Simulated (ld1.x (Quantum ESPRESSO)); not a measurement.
**Fe: excitation energies, all-electron against TM**

| Quantity | Value |
| --- | --- |
| Element | iron (Fe) |
| Generator | ld1.x (Quantum ESPRESSO) 7.5 |
| Type | norm-conserving Troullier–Martins (Kleinman–Bylander form) |
| Functional | LDA (PZ) |
| Relativity | fully relativistic |
| Frozen core | [Ne] |
| Valence charge | 16 |
| Reference configuration | 3s2 3p6 3d6 4s2 4p0 |
| Partial waves | 3s (bound): rc 1.05 bohr; 3p (bound): rc 1.30 bohr; 3d (bound): rc 1.50 bohr |
| Local potential | the d channel |
| Core correction | none |

Open shells are filled in proportion to 2j + 1 (rel_dist='average').

Occupied shells without a wave of their own: 4s. They enter only through the test configuration that unscreens the potential.

Energies are relative to the spin-unpolarised reference configuration 3s2 3p6 3d6 4s2 4p0; without spin polarisation the order of configurations can differ from experiment. The d channel is local and has no spin–orbit splitting in the pseudo-atom. The frozen-core shift is the all-electron ΔE with the core orbitals held at their reference shape minus the fully relaxed ΔE.

Task: Give the all-electron excitation energy and the error of the potential for: 3s2 3p6 3d6 4s1 4p0; 3s2 3p6 3d6 4s0 4p0; 3s2 3p6 3d5 4s0 4p0; 3s2 3p6 3d6 4s1.5 4p0; 3s2 3p6 3d6 4s1 4p1; 3s2 3p6 3d5 4s2 4p1; 3s2 3p6 3d5 4s2 4p0.

Result:

| valence configuration | charge | ΔE all-electron (eV) | error AE − PS (meV) | frozen-core shift (meV) |
| --- | --- | --- | --- | --- |
| 3s2 3p6 3d6 4s1 4p0 | +1 | 8.981 | +51 | 0.0 |
| 3s2 3p6 3d6 4s0 4p0 | +2 | 25.473 | +77 | +0.1 |
| 3s2 3p6 3d5 4s0 4p0 | +3 | 60.002 | -134 | 0.0 |
| 3s2 3p6 3d6 4s1.5 4p0 | +0.5 | 3.596 | +25 | 0.0 |
| 3s2 3p6 3d6 4s1 4p1 | 0 | 4.177 | -88 | 0.0 |
| 3s2 3p6 3d5 4s2 4p1 | 0 | 8.861 | -133 | +0.3 |
| 3s2 3p6 3d5 4s2 4p0 | +1 | 14.475 | +104 | +0.2 |

Levels in the configuration 3s2 3p6 3d5 4s2 4p0:

```csv
level,all-electron (eV),pseudo (eV)
3s j=1/2,-108.579,-108.343
3p j=1/2,-75.876,-75.651
3p j=3/2,-74.288,-74.069
3d j=3/2,-21.920,-21.550
3d j=5/2,-21.747,-21.550
4s j=1/2,-14.303,-14.284
```
